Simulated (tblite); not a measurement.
Level: GFN2-xTB in tblite, geometry and Hessian alike; calculated harmonic values, unscaled, isolated species. This tight-binding method is rough: wavenumbers can miss measured ones by several per cent, in bad cases by 10 to 20. Modes of hydrogen on phosphorus and silicon can be 10 to 20 % off. One conformer each. Thermal functions are those of the rigid rotor and harmonic oscillator, without mixing of conformers.

Question: Order these by their heat capacity Cp at 200 K, highest first (cal/(mol K)).
A. `C=C(C)[C@@H]1C[SiH2]1`
B. `C=C/C=P\P`
C. `C1(C[SiH3])=C[C@@H]1C`
D. `C=C[C@@H]1CCO[Si@H]1F`
E. `C1CC1[SiH]1CC1`
F. `C=CC(=C)C[SiH3]`

Answer: D (25.3), C (24.1), F (23.6), A (22.6), E (20.6), B (20.0).

| SMILES | atoms | mass (u) | symmetry number | modes under 300 cm⁻¹ | ZPE (kcal/mol) | S translation (cal/(mol K)) | S rotation | S vibration | S | Cp |
| --- | --- | --- | --- | --- | --- | --- | --- | --- | --- | --- |
| C=C[C@@H]1CCO[Si@H]1F | 17 | 132.04 | 1 | 6 | 82.0 | 38.6 | 27.8 | 15.2 | 81.5 | 25.3 |
| C[C@H]1C=C1C[SiH3] | 16 | 98.06 | 1 | 5 | 78.4 | 37.7 | 26.5 | 15.1 | 79.4 | 24.1 |
| C=CC(=C)C[SiH3] | 16 | 98.06 | 1 | 5 | 78.5 | 37.7 | 26.5 | 13.1 | 77.4 | 23.6 |
| C=C(C)[C@@H]1C[SiH2]1 | 16 | 98.06 | 1 | 4 | 80.9 | 37.7 | 26.2 | 10.4 | 74.3 | 22.6 |
| C1CC1[SiH]1CC1 | 16 | 98.06 | 1 | 5 | 83.1 | 37.7 | 26.1 | 11.8 | 75.5 | 20.6 |
| C=C/C=P\P | 11 | 103.99 | 1 | 5 | 47.5 | 37.9 | 26.3 | 9.9 | 74.1 | 20.0 |

Entropies and Cp are for 200 K and 1 bar.
